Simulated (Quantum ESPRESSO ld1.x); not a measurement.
Question: The table gives one normalised radial function P(r) = r R(r) (large component) of Pb47+ in [Ar] 3d10 4s2 4p5 (r in bohr). Calculated with ld1.x of Quantum ESPRESSO 7.5: Dirac Kohn-Sham, PBE, spin-unpolarised, spherical densities, point nucleus; open shells fill j = l - 1/2 first.

r           P
0.001418   0.2999
0.001788   0.3480
0.002273   0.4013
0.002889   0.4560
0.003673   0.5080
0.004669   0.5510
0.005936   0.5755
0.007546   0.5688
0.009593   0.5153
0.0121     0.4035
0.01538    0.2133
0.01955   -0.0532
0.02485   -0.3719
0.0316    -0.6807
0.04017   -0.8740
0.05106   -0.8216
0.06491   -0.4293
0.08186    0.2350
0.1041     0.9616
0.1323     1.2834
0.1682     0.8165
0.2138    -0.3682
0.2718    -1.5985
0.3455    -2.0606
0.4392    -1.5707
0.5539    -0.7672
0.7042    -0.2177
0.8952    -0.0328
1.138     -0.0023

Which n and l does it have? It may be an empty orbital.

Answer: n = 4, l = 0: the number of nodes gives n - l - 1 = 3, the rise at small r points to l (this Dirac orbital starts as r^gamma with gamma = sqrt((l + 1)^2 - (Z/c)^2) = 0.80; the j = 1/2 orbital of l + 1 starts with the same power, but with a smaller coefficient, and then steepens), and the extent must fit the shell. The curve is that of 4s1/2. 4s1/2: eigenvalue -2864.2 eV, 3 radial nodes at r = 0.0187, 0.0760, 0.200 bohr, <r> = 0.345 bohr, 90 % of the charge inside 0.488 bohr.
